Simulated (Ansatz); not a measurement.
Reaction (atomization): `C[S][Zn][SH]` → C• + 4 H• + 2 S• + Zn (atom)

Isolated molecules relaxed with PBE0-D4/def2-TZVP in Ansatz; ΔE leaves out vibrations. CCSD(T)/CBS adds triple-zeta CCSD(T) − MP2 to the extrapolated MP2 energy (def2 sets, frozen cores). This one scheme is used for every species, atoms too. DFT in def2-TZVPP. B3LYP here is the variant with VWN-RPA as its local correlation; programs differ in this. Open shells (•) are unrestricted, without spin–orbit coupling. Spin–orbit coupling would lower the free atoms: a little for C, S. Bonds to Zn are less sure, by a few kJ/mol each and by 10 to 20 or more in all where they break to atoms, as the def2 sets lack core-valence functions. Scalar relativity is left out up to krypton. One conformer a species, not always the lowest.

```tsv
level	ΔE (eV)	difference from CCSD(T)/CBS
LDA (SPW92)	28.89	3.71
PBE-D4	25.54	0.36
BLYP-D4	24.66	-0.52
B3LYP-D4	24.85	-0.33
PBE	25.37	0.19
BLYP	24.28	-0.90
r2SCAN	25.39	0.21
PBE0	25.11	-0.07
B3LYP	24.57	-0.61
LC-ωPBE	25.12	-0.06
HF/def2-SVP	18.03	-7.15
MP2/def2-SVP	23.50	-1.68
CCSD(T)/def2-SVP	23.19	-1.99
CCSD/def2-TZVPP	23.92	-1.26
HF/CBS(def2)	18.20	-6.98
CCSD/CBS(def2)	24.76	-0.42
CCSD(T)/CBS	25.18	0
```

Largest T1 diagnostic among the species: 0.017.

From PBE to PBE0 (25 % exact exchange), in def2-TZVPP and without D4, ΔE moves by −0.26 eV: exact exchange takes away binding that semilocal exchange gives to molecules. In def2-TZVPP, CCSD(T) changes the Hartree–Fock value by +6.23 eV (the triples alone add +0.42 eV) and MP2 by +6.66 eV; breaking electron pairs costs correlation energy, which Hartree–Fock lacks.

For atomizations the MP2-based limit and the directly extrapolated one differ by several kJ/mol either way, and by 10 to 25 for some Ge, Se and Sn compounds, so smaller differences from it don't rank the levels.
